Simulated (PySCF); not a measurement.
H2O2W, SMILES [W]([OH])[OH] (connectivity only; charge and spin as stated), neutral, multiplicity 3.

Geometry optimised at PBE0-D3(BJ)/def2-TZVP. The multiplicity is an assumed one; other spin states were not compared. The def2 effective core potentials stand for the cores of W; spin–orbit coupling is left out. Other conformers were not sampled.

Two levels are set side by side: PBE/def2-TZVPD (PySCF) and M06-2X/def2-TZVPD (PySCF). Same geometry, gas phase. Differences are taken from unrounded values.

| quantity | M06-2X | PBE | PBE minus M06-2X |
|---|---|---|---|
| α-spin orbital gap (eV) | 7.47 | 2.14 | -5.33 |
| β-spin orbital gap (eV) | 5.30 | 1.22 | -4.08 |
| mean polarisability (bohr³) | 69.5 | 71.4 | 1.9 |

Rough cost on one machine, each run with all the roots and properties that it gave: M06-2X against PBE about 4 times.
